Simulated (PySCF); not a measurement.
## State search for RbCl

Unrestricted PBE0; PySCF, scalar-relativistic core potentials, basis sets Rb def2-SVP with ECP28, Cl def2-SVP. Outer shells of the fragments: Rb 5s1; Cl 3s2 3p5.

Followed along the bond (rough minima from three points):

```json
{"2Ms+1": "1", "unpaired": "none", "⟨S²⟩ at the start": "0.00", "R at minimum (Å)": "2.83", "Te (eV)": "0.00"}
{"2Ms+1": "3", "unpaired": "σ ↑, π ↑", "⟨S²⟩ at the start": "2.00", "R at minimum (Å)": "none in the scan", "Te (eV)": "≤ 4.09"}
```

Solutions found at the starting distance of 3.030 Å, counted from the lowest of them; the search is not exhaustive and high or unbound solutions are not listed, so other states can lie among these:

```csv
2Ms+1,unpaired,term,E (eV),⟨S²⟩,⟨Lz²⟩,μ (D)
1,none,¹Σ⁺,0.00,0.00,0.00,-11.27
3,"σ ↑, π ↑",³Π,4.11,2.00,1.01,1.98
1,"σ ↑, π ↓",mixed,4.13,1.00,1.01,2.21
3,σ ↑↑,³Σ⁺,4.25,2.00,0.00,2.14
3,π ↑↑,mixed,5.31,2.00,2.00,1.04
3,π ↑↑,mixed,5.36,2.00,2.00,1.97
3,"σ ↑, π ↑",³Π,5.55,2.00,1.00,2.15
3,"π ↑, δ ↑",mixed,6.20,2.00,5.00,0.75
```

A term symbol is given only where ⟨S²⟩ and ⟨Lz²⟩ are close to those of a pure state; real π, δ and φ orbitals otherwise mix terms. A positive dipole means Rb(−)Cl(+).

Counting both spins, an empty level lies below a filled one in some of these solutions, because spin and occupation are held.
